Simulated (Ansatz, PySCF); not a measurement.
Potential energy curve for ClMg (cation, charge +1), lowest singlet found (which spin is the ground state isn't settled by this scan).

Computed with: UKS-B3LYP/6-31G* = unrestricted B3LYP/6-31G*, spherical d in PySCF 2.14.0; RKS-B3LYP/6-31G* = restricted B3LYP/6-31G*, spherical d (PySCF); FCI = full CI/cc-pVDZ, frozen core (Ansatz, a quantum-chemistry and plane-wave program).

Energies relative to the lowest point of each curve between 1.76 and 2.60 Å, where full CI is lowest, in eV:

```
R / Å  UKS-B3LYP/6-31G*  RKS-B3LYP/6-31G*
-----  ----------------  ----------------
1.76              1.889             1.889
1.91              0.535             0.535
2.01              0.133             0.133
2.09              0.000             0.000
2.22              0.022             0.022
2.32              0.170             0.170
2.39              0.315             0.315
2.47              0.509             0.509
2.60              0.858             0.858
2.91              1.706             1.707
3.08              2.091             2.126
3.29              2.409             2.578
```

Predict the corresponding FCI column.

1.76: 2.000; 1.91: 0.578; 2.01: 0.147; 2.09: 0.000; 2.22: 0.013; 2.32: 0.163; 2.39: 0.313; 2.47: 0.515; 2.60: 0.877; 2.91: 1.717; 3.08: 2.081; 3.29: 2.402 (eV).

The scan ran from 1.76 to 8.28 Å; beyond the distances shown full CI changes its symmetry label. The unrestricted determinant behind UKS-B3LYP/6-31G* is spin-contaminated at 2.91 to 3.29 Å (<S²> up to 0.7, against 0.00 for a pure singlet). The restricted form behind RKS-B3LYP/6-31G* keeps the bonding electrons paired and can't separate into open-shell fragments.
